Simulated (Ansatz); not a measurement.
The first iterations of a band of ClF₄H₂OTa (9 atoms, charge 0, multiplicity 1).

These are results of RKS revPBE/def2-SVP (Ansatz), not measurements.

* movable images: 5
* climbing image: yes
* spring: 5.0 eV/Å²
* optimiser: quadratic models (default)
* start path: through a guess of the saddle point
* force threshold: 0.05 eV/Å
* iteration limit: 60
* end points: relaxed

Image 0:

```xyz
9
Properties=species:S:1:pos:R:3
Ta -0.016 -0.010 0.108
Cl 2.380 0.472 0.260
F 0.010 0.245 2.002
F 0.387 -0.620 -1.652
F -0.782 1.627 -0.364
O -1.498 -1.167 0.252
H -1.819 -1.959 0.716
F 1.141 -2.003 0.712
H 1.991 -1.533 0.694
```

Image 6:

```xyz
9
Properties=species:S:1:pos:R:3
Ta -0.208 -0.563 0.169
Cl 2.728 0.579 0.313
F -0.140 -0.097 2.022
F 0.291 -0.818 -1.653
F -0.417 1.289 -0.201
O -1.934 -1.307 0.117
H -2.651 -1.408 0.768
F 0.984 -1.997 0.604
H 3.141 -0.624 0.590
```

| iteration | highest image above the first end (eV) | largest band force component (eV/Å) |
| --- | --- | --- |
| 1 | 3.479 | 6.378 |
| 2 | 1.743 | 3.574 |
| 3 | 1.152 | 2.796 |
| 4 | 0.648 | 1.169 |
| 5 | 0.313 | 0.766 |
| 6 | 0.216 | 0.708 |

Does the band converge within its limit, and where does its top end?

The run converged. It ended after 19 iterations with the highest image 0.155 eV above the first end. A vibrational analysis at the climbing image gives one clearly imaginary mode, 355i cm⁻¹: a first-order saddle point. The orbitals stay closed-shell, which can raise the energy where a bond breaks towards radicals; this wasn't checked here.

Run time: 2.6 min on 4 threads of Intel(R) Xeon(R) Platinum 8259CL CPU @ 2.50GHz (Skylake/Cascade Lake), with other jobs on the host, peak memory 0.22 GiB.
